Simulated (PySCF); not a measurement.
**Bond curve of InCl**

Set-up: In def2-TZVPP with ECP28, Cl def2-TZVPP; scalar-relativistic core potentials (PySCF 2.14). Energies in eV from In + Cl in their ground configurations at the same level. State: ¹Σ⁺ (singlet), closed shell.

```
R (Å)     PBE
2.081  -3.746
2.178  -4.262
2.275  -4.548
2.347  -4.654
2.420  -4.693
2.493  -4.680
2.589  -4.607
2.710  -4.454
2.856  -4.220
3.049  -3.873
```

Problem. Put a parabola through the three lowest points of the PBE curve and estimate Re, k and ωe (reduced mass 26.81 u; 1 eV/Å² = 0.16022 mdyn/Å; ωe = 1302.8·√(k/μ) cm⁻¹).

Solution. Through R = 2.347, 2.42, 2.493 Å the second-order coefficient is 4.88 eV/Å², so Re ≈ 2.438 Å, k ≈ 1.56 mdyn/Å and ωe ≈ 315 cm⁻¹. A polynomial fit of higher order to the unrounded PBE energies gives Re = 2.436 Å, k = 1.44 mdyn/Å, ωe = 302 cm⁻¹; anharmonicity and rounding make the difference.

The higher-order fit for each curve: PBE: Re = 2.436 Å, ωe = 302 cm⁻¹, De = 4.69 eV.

These are scalar-relativistic numbers at best; spin–orbit coupling would shift them, the dissociation energy most.
